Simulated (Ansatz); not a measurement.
Cu2O⁻. The state is a quartet with charge -1. Geometry r2SCAN-D4/def2-TZVPD; atoms count from 1.

```xyz
3

Cu    1.102    0.290    0.659
Cu   -0.449   -0.774   -0.965
O    -0.653    0.484    0.306
```

The highest occupied level of the charge -1 quartet lies above zero (up to 0.19 eV). It is a level of α spin, whose loss leaves a triplet; that state wasn't run at this geometry and level. The electron is either unbound and held by the finite basis, or the level is raised by self-interaction error. At PBE0-D4/def2-TZVPD a doublet of charge -1 lies 1.08 eV below the quartet, each at its own geometry. The structure comes from a short search, and lower isomers may exist.

**Question.** Estimate the Mulliken populations from the PBE0/def2-TZVPD orbitals of Ansatz.

**Answer.** 
| atom | charge (e) | spin (α − β) | d electrons |
| --- | --- | --- | --- |
| Cu1 | -0.11 | 1.29 | 9.57 |
| Cu2 | -0.11 | 1.29 | 9.57 |
| O3 | -0.79 | 0.42 | – |
Mulliken values and Mayer orders depend strongly on the basis. With diffuse functions, as here, like atoms can get unlike values, and bond orders can come out too low or too high.

**Question.** Where does the spin sit?

**Answer.** Summed by element: Cu 2.58, O 0.42, of 3 unpaired in all. Largest on single atoms: Cu1 1.29, Cu2 1.29, O3 0.42.

**Question.** And the Mayer bond orders between bonded heavy atoms (over 0.3)?

**Answer.** Cu1–Cu2 1.16 (2.48 Å); Cu1–O3 0.57 (1.80 Å); Cu2–O3 0.57 (1.80 Å).
